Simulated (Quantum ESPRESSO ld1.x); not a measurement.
The numbers below are computed, except where a source is named.
Question: Species: Zn IV. Configuration: [Ar] 3d8 4p1 (not the ground configuration). Code: ld1.x of Quantum ESPRESSO 7.5. Model: Dirac Kohn-Sham, PW86 exchange with PBE correlation, spin-unpolarised, spherical densities, point nucleus; open shells fill j = l - 1/2 first. Some entries of the table are withheld. Estimate them.

orbital,occ.,eigenvalue (eV),r(max) (bohr),<1/r> (bohr^-1)
1s1/2,2,-9580.33,0.03289,30.24
2s1/2,2,-1213.25,0.1892,6.625
2p1/2,2,-1074.28,0.1503,(1)
2p3/2,4,-1050.42,0.1531,(2)
3s1/2,2,-181.931,0.5855,2.122
3p1/2,2,-137.613,0.5832,1.997
3p3/2,4,-134.441,0.5910,1.961
3d3/2,4,-60.5845,0.5511,(3)
3d5/2,4,-60.1623,0.5536,(4)
4s1/2,0,-39.4706,(5),(6)
4p1/2,1,(7),1.937,0.5912
4p3/2,0,(8),1.959,0.5846
4d3/2,0,-17.2925,2.720,0.4244
4d5/2,0,-17.2584,2.727,0.4237

Answer: 
(1) 2p1/2 <1/r> (bohr^-1): 6.578
(2) 2p3/2 <1/r> (bohr^-1): 6.421
(3) 3d3/2 <1/r> (bohr^-1): 1.657
(4) 3d5/2 <1/r> (bohr^-1): 1.648
(5) 4s1/2 r(max) (bohr): 1.709
(6) 4s1/2 <1/r> (bohr^-1): 0.6826
(7) 4p1/2 eigenvalue (eV): -30.1339
(8) 4p3/2 eigenvalue (eV): -29.8138
